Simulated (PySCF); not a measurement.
Correlation energy of O²⁺ (oxygen, charge +2)

[He] 2s2 2p2, high-spin 3P determinant. All numbers are calculated (PySCF 2.14, the non-relativistic Hamiltonian (point nucleus), in aug-cc-pwCVTZ (7s6p4d2f, 59 functions)). Frozen: nothing; 6 electrons correlated.

MP2 pair energies summed by pair of shells (mhartree):

```json
{"pair": "2s-2p", "energy": "-48.18", "share (%)": "37.6"}
{"pair": "1s-1s", "energy": "-33.56", "share (%)": "26.2"}
{"pair": "2s-2s", "energy": "-23.15", "share (%)": "18.1"}
{"pair": "1s-2p", "energy": "-8.40", "share (%)": "6.6"}
{"pair": "2p-2p", "energy": "-7.91", "share (%)": "6.2"}
{"pair": "1s-2s", "energy": "-6.86", "share (%)": "5.4"}
```

Total MP2 correlation energy: -128.05 mhartree.

Same-spin part -19.32 and opposite-spin part -108.73 mhartree; SCS-MP2 scales them by 1/3 and 6/5 to -136.92 mhartree.
